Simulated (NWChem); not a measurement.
Two isomers of C2H8BNO, each optimised at PBE0/def2-SVP with NWChem. Flexible species stand in one conformer each, which need not be the lowest. One or both are not confirmed as a minimum by frequencies.

A: COB(C)N
B: CCOBN

**Question.** Which is lower in energy, by how much, and how do their other properties compare?

**Answer.** A is lower by 5.6 kcal/mol in electronic energy.
```json
[
 {"": "highest occupied level (eV)", "A": "-7.41", "B": "-7.26"},
 {"": "orbital gap (eV)", "A": "9.05", "B": "9.07"},
 {"": "dipole (D)", "A": "2.43", "B": "0.56"}
]
```
